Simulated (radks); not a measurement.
Results of a calculation; reference values are marked as such.
Neutral selenium inside a hard spherical wall (all orbitals vanish at R), configuration held at [Ar] 3d10 4s2 4p4 and not refilled when levels cross. Code: a radial shooting solver on a logarithmic mesh with Libxc functionals. Model: scalar-relativistic Kohn-Sham, PBE, spin-polarised, spherical densities, finite nucleus; open shells are filled with parallel spins first; Fermi nuclear charge, rms radius 4.14 fm. Eigenvalues in eV for spin up, with the zero of energy where the potential of the charges vanishes at infinity; a dash marks a level that is unbound or too diffuse for the functional's potential to be trusted. A positive occupied level is held by the wall or, in an anion where self-interaction has pushed it up, behind a barrier. The pressure on the wall is -dE/dV.

R (bohr)	E (hartree)	kinetic (hartree)	e(3p)	e(3d)	e(4s)	e(4p)	e(5s, empty)	e(5p, empty)	pressure (GPa)
free	-2429.97348	2479.578	-152.91	-53.082	-17.906	-7.117	-	-	0
20	-2429.97348	2479.578	-152.91	-53.082	-17.906	-7.117	-	-	< 0.0001
12	-2429.97348	2479.578	-152.91	-53.082	-17.905	-7.117	-0.401	1.007	< 0.0001
7	-2429.96942	2479.612	-152.67	-52.841	-17.713	-6.929	1.962	5.309	0.268
6	-2429.95723	2479.695	-152.20	-52.377	-17.361	-6.564	4.301	8.815	1.48
5	-2429.90636	2479.990	-150.88	-51.074	-16.407	-5.497	9.550	15.924	9.08
3.5	-2429.32036	2482.589	-143.36	-43.672	-10.583	1.645	37.247	48.742	201
2	-2420.17064	2511.920	-105.95	-6.782	40.993	62.546	225.12	246.40	12300
1.5	-2397.74091	2576.812	-59.204	42.474	147.07	177.06	518.99	538.83	89500
